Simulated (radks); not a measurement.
Results of a calculation; reference values are marked as such.
Effect of the nuclear size on neutral silicon, [Ne] 3s2 3p2. Level of theory: Dirac Kohn-Sham, BLYP, spin-unpolarised, spherical densities, finite nucleus; open shells fill j = l - 1/2 first; Fermi nuclear charge, rms radius 3.1224 fm (a radial shooting solver on a logarithmic mesh with Libxc functionals). The rms radius is varied about that value; shifts are against it.

| rms radius (fm) | total energy shift (eV) | density at nucleus (e/bohr^3) | 1s1/2 shift (meV) |
|---|---|---|---|
| 2.7977 | -0.00104 | 1913 | -0.435 |
| 3.01 | -0.000374 | 1912 | -0.156 |
| 3.1224 | 0 | 1911 | 0.000 |
| 3.3753 | 0.000892 | 1909 | 0.372 |
| 3.5189 | 0.00143 | 1908 | 0.595 |

Slopes of the eigenvalues against <r^2> in GHz/fm^2, as finite differences over the two radii next to the reference (eigenvalue slopes, not the field-shift constants of lines): 1s1/2 54.7.
